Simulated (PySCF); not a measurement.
In(Cl)2(OH) (Cl₂HInO), SMILES [OH][In]([Cl])[Cl].

Coordinates come from a PBE0-D3(BJ)/def2-SVP optimisation. The def2 effective core potentials stand for the cores of In; spin–orbit coupling is left out. One conformer was computed; it need not be the lowest.

Level of theory: TDDFT-LC-ωPBE/def2-SVPD run with PySCF.

Vertical excitations. The molecule is in vacuum. State labels are in the subgroup Cs.

Computed lowest excited states:
```csv
state,symmetry,energy (eV),λ (nm),f,main pairs
S1,A",5.77,215,0.003,HOMO−2→LUMO 89 %
S2,A',6.03,205,0.033,HOMO−1→LUMO 84 %
S3,A",6.07,204,0.000,HOMO−3→LUMO 91 %
S4,A',6.10,203,0.088,HOMO→LUMO 79 %
S5,A",6.57,189,0.068,HOMO−4→LUMO 87 %
S6,A',6.87,180,0.076,"HOMO−5→LUMO 63 %, HOMO−2→LUMO+1 15 %"
S7,A",7.33,169,0.000,HOMO→LUMO+1 93 %
S8,A',7.45,166,0.063,"HOMO−6→LUMO 38 %, HOMO−3→LUMO+1 37 %, HOMO−2→LUMO+1 11 %, HOMO−5→LUMO 7 %"
S9,A",7.49,166,0.000,HOMO−1→LUMO+1 94 %
S10,A',7.94,156,0.197,"HOMO−2→LUMO+1 58 %, HOMO−3→LUMO+1 13 %"
T1,A",5.27,235,0,HOMO−2→LUMO 81 %
T2,A',5.32,233,0,HOMO→LUMO 82 %
T3,A',5.54,224,0,HOMO−1→LUMO 86 %
T4,A",5.67,219,0,HOMO−3→LUMO 88 %
```
Triplets are in the Tamm–Dancoff approximation, which puts them higher than full response would, so one can lie above its singlet here.
